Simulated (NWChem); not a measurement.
Molecule: C₄H₅FO; SMILES C=C[C@H](F)C=O

```xyz
11

C     -0.8663     2.0137    -0.2774
C     -0.8430     0.8087     0.2874
C      0.3920    -0.0312     0.3998
F      1.4821     0.5921    -0.1449
C      0.1901    -1.3621    -0.3124
O     -0.6113    -2.1803     0.0374
H      0.0445     2.4632    -0.6808
H     -1.7942     2.5862    -0.3441
H     -1.7461     0.3402     0.6929
H      0.6027    -0.2535     1.4641
H      0.8572    -1.4948    -1.2039
```
Atoms are numbered in this order, from 1.

Geometry: optimised at PBE0/def2-SVP.

Problem. Give the principal values of the shielding tensors (ppm) of C1, C2, C3, F4, C5 from BHandHLYP/pcSseg-1, GIAO (NWChem), with their diamagnetic and paramagnetic parts as GIAO splits them.

Solution. 
```csv
atom,σ11,σ22,σ33,isotropic,diamagnetic,paramagnetic
C1,-65.8,66.4,176.0,58.9,255.1,-196.2
C2,-78.3,69.4,142.6,44.6,257.5,-212.9
C3,76.3,79.6,112.8,89.6,243.4,-153.8
F4,392.7,423.1,451.7,422.5,475.8,-53.3
C5,-119.2,-25.6,76.1,-22.9,249.7,-272.6
```
